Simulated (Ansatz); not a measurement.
Conformers of FGeH$_{5}$O$_{2}$Si (`O[SiH](F)[O][GeH3]`), each relaxed with PBE0-D4/def2-TZVP in Ansatz. CBS adds the triple-zeta coupled-cluster correction to the MP2 limit.

Outer-core shells of Ge are correlated without core-valence functions. Scalar relativity is left out up to krypton. Spin–orbit coupling is left out.

Not all of them had a frequency check.

Conformer A:

Z-matrix (Å, degrees):
```
Si
F 1 1.596
O 1 1.604 2 111.1
O 1 1.633 2 108.1 3 118.5
H 1 1.472 2 106.4 3 -119.7
Ge 3 1.786 1 134.6 2 87.5
H 4 0.958 1 118.8 2 42.5
H 6 1.534 3 107.6 1 81.0
H 6 1.535 3 108.6 1 -40.1
H 6 1.532 3 104.9 1 -159.8
```

Conformer B:

```xyz
10

O     2.282   -0.647    1.051
Si    1.155    0.386    0.505
F     1.545    0.918   -0.951
O    -0.285   -0.334    0.394
Ge   -1.750   -0.115   -0.601
H     2.273   -1.550    0.731
H     1.159    1.547    1.406
H    -2.870   -0.806    0.182
H    -1.500   -0.789   -1.956
H    -2.009    1.390   -0.760
```

(1) Which is lowest in electronic energy at CCSD(T)/CBS (frozen core, def2 sets), and by how much? (Best estimate.)

(2) Give the energies relative to A (kJ/mol) with r2SCAN-D4/def2-TZVPP, PBE0-D4/def2-TZVPP, PBE/def2-TZVPP, PBE0/def2-TZVPP, SCS-MP2/def2-TZVPP, CCSD(T)/def2-TZVPP, SCS-MP2/def2-QZVPP. (An estimate is asked.)

## Answers

(1) Computed: A; B lies 1.6 kJ/mol higher. Gaps under about 2 kJ/mol don't settle the order.

(2) Computed: 
| level | B |
| --- | --- |
| r2SCAN-D4/def2-TZVPP | 1.5 |
| PBE0-D4/def2-TZVPP | 1.4 |
| PBE/def2-TZVPP | 0.8 |
| PBE0/def2-TZVPP | 1.0 |
| SCS-MP2/def2-TZVPP | 1.4 |
| CCSD(T)/def2-TZVPP | 1.5 |
| SCS-MP2/def2-QZVPP | 1.5 |
